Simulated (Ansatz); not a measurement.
Basis-set extrapolation for C$_{4}$H$_{10}$Si (`C[SiH2]C1CC1`) (PBE0-D4/def2-TZVP geometry, frozen core, Ansatz). Multiplicity 1, RHF reference.

|  | def2-TZVPP | def2-QZVPP |
| --- | --- | --- |
| HF | -446.275124 | -446.291473 |
| MP2 correlation | -0.815837 | -0.867428 |
| CCSD(T) correlation | -0.908211 | not run |

Energies in hartree. Use E(X) = E(∞) + A·exp(−7.88·√X) for Hartree–Fock and E(X) = E(∞) + B·X^(−2.97) for correlation, with X = 3 and 4, and add CCSD(T) minus MP2 of the smaller set to the MP2 limit.

What is the CCSD(T) energy at the basis-set limit?

HF limit: -446.291473 + (-0.016349) × 0.13774 = -446.29372. MP2 limit: -0.867428 + (-0.051591) × 0.74074 = -0.90564. Higher-order term: -0.908211 − (-0.815837) = -0.09237. Total: -447.29173 hartree, 2.95 eV below CCSD(T)/def2-TZVPP.
